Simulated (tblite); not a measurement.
Record of a relaxation.

Species: C6H7GeO (doublet state).
Numbering: `[GeH3:1][O:2][c:3]1[cH:4][cH:5][c:6][cH:7][cH:8]1` (hydrogens: H9, H10, H11 on Ge1; H12 on C4; H13 on C5; H14 on C7; H15 on C8)
Bond orders are those of one Lewis drawing.

Computed with GFN2-xTB (tblite), gas phase: L-BFGS steps from a force-field or distance-geometry start until the largest atomic force falls under 0.01 eV/Å. 8 of its 36 geometries are shown.

Step 0: E = -606.8783 eV, largest atomic force 2.506 eV/Å
```
atom  x, y, z in Å  |  force x, y, z in eV/Å
Ge1     2.790   -0.154    0.051   -0.147  -0.080   0.099
O2      1.308    0.778   -0.507   -0.303  -0.773   0.508
C3     -0.004    0.393   -0.243    0.164   0.272  -0.203
C4     -0.354   -0.759    0.467   -0.436   0.038   0.050
C5     -1.698   -1.092    0.702   -0.943   0.912  -0.609
C6     -2.712   -0.265    0.197    2.435   0.506  -0.308
C7     -2.378    0.892   -0.520   -0.039  -1.069   0.683
C8     -1.032    1.222   -0.733   -0.153  -0.449   0.231
H9      4.066    0.582   -0.419   -0.755  -0.085   0.062
H10     2.778   -0.248    1.603   -0.057   0.064  -0.570
H11     2.749   -1.578   -0.559   -0.045   0.485   0.179
H12     0.401   -1.429    0.873    0.041   0.199  -0.136
H13    -1.962   -1.981    1.258    0.161   0.054  -0.037
H14    -3.161    1.526   -0.901    0.019   0.116  -0.075
H15    -0.796    2.122   -1.291    0.056  -0.191   0.126
```

Step 5: E = -607.1122 eV, largest atomic force 0.370 eV/Å
```
atom  x, y, z in Å  |  force x, y, z in eV/Å
Ge1     2.758   -0.165    0.060   -0.117  -0.022   0.004
O2      1.300    0.707   -0.460    0.042   0.154  -0.090
C3     -0.009    0.380   -0.237    0.147   0.013   0.001
C4     -0.360   -0.758    0.472   -0.031  -0.074   0.028
C5     -1.689   -1.083    0.692   -0.218   0.000   0.021
C6     -2.632   -0.242    0.185   -0.027   0.051  -0.030
C7     -2.355    0.894   -0.519   -0.025  -0.185   0.107
C8     -1.016    1.209   -0.731    0.005   0.021  -0.011
H9      3.957    0.585   -0.419   -0.271   0.216  -0.129
H10     2.769   -0.242    1.549   -0.045  -0.021   0.189
H11     2.741   -1.530   -0.541   -0.047  -0.172  -0.061
H12     0.409   -1.404    0.857    0.273  -0.139   0.087
H13    -1.951   -1.968    1.249    0.004  -0.055   0.022
H14    -3.144    1.523   -0.899    0.077   0.069  -0.036
H15    -0.783    2.102   -1.279    0.232   0.146  -0.104
```

Step 10: E = -607.1693 eV, largest atomic force 0.243 eV/Å
```
atom  x, y, z in Å  |  force x, y, z in eV/Å
Ge1     2.716   -0.187    0.073    0.086   0.032  -0.025
O2      1.297    0.712   -0.459   -0.025  -0.077   0.043
C3     -0.001    0.369   -0.229   -0.027  -0.026   0.011
C4     -0.349   -0.777    0.482    0.097   0.083  -0.041
C5     -1.690   -1.090    0.699    0.221  -0.029   0.000
C6     -2.615   -0.236    0.183   -0.036  -0.033   0.019
C7     -2.330    0.895   -0.521    0.039   0.076  -0.038
C8     -0.992    1.211   -0.734    0.043  -0.007   0.011
H9      3.806    0.663   -0.465    0.005   0.100  -0.063
H10     2.747   -0.247    1.573   -0.031  -0.047   0.013
H11     2.719   -1.555   -0.546   -0.035  -0.020   0.039
H12     0.456   -1.411    0.861   -0.234   0.056  -0.032
H13    -1.951   -1.979    1.252   -0.045   0.004   0.001
H14    -3.105    1.537   -0.906   -0.040   0.041  -0.026
H15    -0.712    2.103   -1.284   -0.018  -0.154   0.087
```

Step 15: E = -607.1769 eV, largest atomic force 0.080 eV/Å
```
atom  x, y, z in Å  |  force x, y, z in eV/Å
Ge1     2.726   -0.184    0.072    0.043  -0.001   0.009
O2      1.302    0.703   -0.454   -0.029   0.033  -0.022
C3      0.004    0.367   -0.228   -0.022  -0.015   0.012
C4     -0.345   -0.773    0.481   -0.045  -0.045   0.025
C5     -1.682   -1.090    0.696   -0.079   0.015  -0.003
C6     -2.614   -0.237    0.183    0.020   0.038  -0.024
C7     -2.329    0.897   -0.521    0.015   0.003  -0.005
C8     -0.988    1.206   -0.730   -0.009  -0.003   0.001
H9      3.789    0.693   -0.484    0.001   0.021  -0.013
H10     2.740   -0.258    1.574    0.018  -0.013  -0.029
H11     2.711   -1.559   -0.537    0.016   0.015   0.021
H12     0.439   -1.415    0.865    0.025  -0.046   0.030
H13    -1.954   -1.976    1.249    0.013   0.011  -0.011
H14    -3.103    1.543   -0.909    0.039  -0.026   0.019
H15    -0.702    2.090   -1.279   -0.005   0.014  -0.010
```

Step 20: E = -607.1785 eV, largest atomic force 0.041 eV/Å
```
atom  x, y, z in Å  |  force x, y, z in eV/Å
Ge1     2.733   -0.179    0.069   -0.029   0.011  -0.011
O2      1.299    0.702   -0.454    0.029  -0.021   0.015
C3      0.003    0.362   -0.224    0.017   0.010  -0.009
C4     -0.349   -0.780    0.485   -0.004   0.010  -0.004
C5     -1.689   -1.088    0.696   -0.002  -0.010   0.003
C6     -2.615   -0.232    0.181   -0.002  -0.019   0.014
C7     -2.325    0.900   -0.522   -0.028  -0.014   0.011
C8     -0.984    1.204   -0.729   -0.009  -0.005   0.001
H9      3.785    0.708   -0.493    0.001   0.005  -0.002
H10     2.744   -0.263    1.569    0.030   0.015   0.005
H11     2.714   -1.556   -0.530    0.029   0.004  -0.014
H12     0.433   -1.425    0.871   -0.014  -0.005   0.004
H13    -1.957   -1.975    1.248   -0.040  -0.009   0.006
H14    -3.098    1.544   -0.909   -0.002   0.030  -0.018
H15    -0.699    2.088   -1.279    0.025   0.000  -0.001
```

Step 25: E = -607.1804 eV, largest atomic force 0.072 eV/Å
```
atom  x, y, z in Å  |  force x, y, z in eV/Å
Ge1     2.738   -0.169    0.063    0.060  -0.033   0.021
O2      1.297    0.693   -0.448   -0.033  -0.006   0.004
C3      0.000    0.353   -0.220   -0.021  -0.028   0.022
C4     -0.358   -0.787    0.490   -0.005  -0.011   0.003
C5     -1.701   -1.091    0.698   -0.004   0.019  -0.014
C6     -2.621   -0.230    0.180   -0.041   0.024  -0.017
C7     -2.326    0.901   -0.523    0.028   0.025  -0.013
C8     -0.983    1.199   -0.728    0.016  -0.009   0.009
H9      3.780    0.727   -0.504   -0.016   0.000   0.000
H10     2.770   -0.261    1.562    0.013   0.028   0.016
H11     2.740   -1.549   -0.530    0.013  -0.004  -0.033
H12     0.416   -1.440    0.882    0.005   0.031  -0.019
H13    -1.982   -1.977    1.248    0.012   0.026  -0.013
H14    -3.088    1.557   -0.915   -0.015  -0.029   0.017
H15    -0.687    2.082   -1.276   -0.014  -0.033   0.018
```

Step 30: E = -607.1825 eV, largest atomic force 0.032 eV/Å
```
atom  x, y, z in Å  |  force x, y, z in eV/Å
Ge1     2.754   -0.166    0.061   -0.013  -0.001   0.002
O2      1.293    0.675   -0.436    0.019  -0.023   0.012
C3     -0.004    0.338   -0.210    0.005   0.013  -0.007
C4     -0.374   -0.798    0.497   -0.006   0.002  -0.001
C5     -1.721   -1.090    0.696   -0.009  -0.001   0.005
C6     -2.634   -0.222    0.176    0.022  -0.003  -0.001
C7     -2.325    0.906   -0.525   -0.015  -0.005   0.000
C8     -0.979    1.190   -0.723   -0.007   0.014  -0.003
H9      3.767    0.753   -0.520    0.007   0.010  -0.008
H10     2.809   -0.246    1.559    0.003   0.001   0.013
H11     2.777   -1.541   -0.542    0.005  -0.011  -0.007
H12     0.399   -1.451    0.890   -0.001  -0.018   0.009
H13    -2.012   -1.972    1.244    0.004  -0.006   0.005
H14    -3.082    1.566   -0.920   -0.011   0.001  -0.002
H15    -0.671    2.067   -1.270   -0.002   0.026  -0.015
```

Step 35: E = -607.1827 eV, largest atomic force 0.008 eV/Å
```
atom  x, y, z in Å  |  force x, y, z in eV/Å
Ge1     2.756   -0.167    0.061   -0.001   0.000  -0.001
O2      1.294    0.671   -0.434   -0.001   0.003  -0.003
C3     -0.005    0.338   -0.210    0.002   0.000   0.001
C4     -0.376   -0.799    0.498   -0.001   0.003  -0.001
C5     -1.722   -1.090    0.696    0.002   0.001  -0.001
C6     -2.634   -0.222    0.175   -0.004   0.000   0.000
C7     -2.326    0.907   -0.526    0.006   0.000   0.000
C8     -0.979    1.192   -0.723    0.003  -0.001   0.000
H9      3.766    0.755   -0.522   -0.006  -0.002   0.000
H10     2.813   -0.245    1.561    0.003  -0.004   0.001
H11     2.781   -1.542   -0.543    0.005  -0.002   0.004
H12     0.396   -1.453    0.891   -0.006   0.004  -0.004
H13    -2.014   -1.973    1.244    0.002   0.001   0.001
H14    -3.084    1.566   -0.920    0.000  -0.004   0.000
H15    -0.672    2.070   -1.271   -0.005   0.000   0.003
```

Question: Summarise the path.

Answer: The energy falls by 7.02 kcal/mol from step 0 to step 35; nine tenths of that is first reached at step 9. It falls at every step. The largest force goes from 2.506 to 0.008 eV/Å. Among the bonds Ge1–O2 changes most, from 1.837 to 1.756 Å; the atoms move by 0.118 Å rms after alignment.

Question: Follow the three bonds and two angles with the largest change from start to end.

Answer: 
```csv
step,E above end (kcal/mol),largest force (eV/Å),Ge1–O2 (Å),Ge1–H9 (Å),Ge1–H10 (Å),O2–Ge1–H9 (°),C5–C6–C7 (°)
0,7.02,2.506,1.837,1.546,1.555,109.4,119.9
2,3.39,0.638,1.824,1.530,1.533,109.5,123.7
3,2.34,0.496,1.804,1.512,1.508,109.4,125.2
5,1.63,0.370,1.776,1.493,1.491,108.5,124.5
6,1.33,0.340,1.764,1.487,1.489,107.7,124.0
8,0.75,0.304,1.752,1.481,1.493,104.5,124.0
9,0.48,0.303,1.756,1.482,1.497,102.5,124.5
11,0.23,0.115,1.766,1.484,1.503,100.3,125.3
12,0.20,0.097,1.765,1.485,1.504,100.2,125.2
14,0.15,0.113,1.760,1.485,1.505,100.0,125.0
15,0.13,0.080,1.759,1.486,1.504,99.8,124.8
17,0.11,0.047,1.760,1.486,1.503,99.4,124.8
18,0.11,0.039,1.762,1.486,1.502,99.4,124.8
20,0.10,0.041,1.762,1.486,1.502,99.5,124.9
21,0.09,0.049,1.760,1.486,1.503,99.7,124.9
23,0.07,0.077,1.756,1.487,1.503,99.8,125.0
24,0.07,0.090,1.755,1.488,1.503,99.8,125.0
26,0.04,0.054,1.756,1.486,1.501,99.5,125.0
27,0.03,0.055,1.758,1.485,1.499,99.3,125.0
29,0.01,0.051,1.759,1.485,1.500,99.2,124.8
30,0.00,0.032,1.757,1.486,1.502,99.2,124.8
32,0.00,0.025,1.755,1.487,1.503,99.3,124.9
33,0.00,0.022,1.755,1.487,1.503,99.3,124.9
35,0.00,0.008,1.756,1.487,1.503,99.2,124.9
```

What follows is the cost of the whole relaxation. Hardware: one thread, Arm Neoverse V2 (aarch64), on a shared host. Cost: 0.2 s.
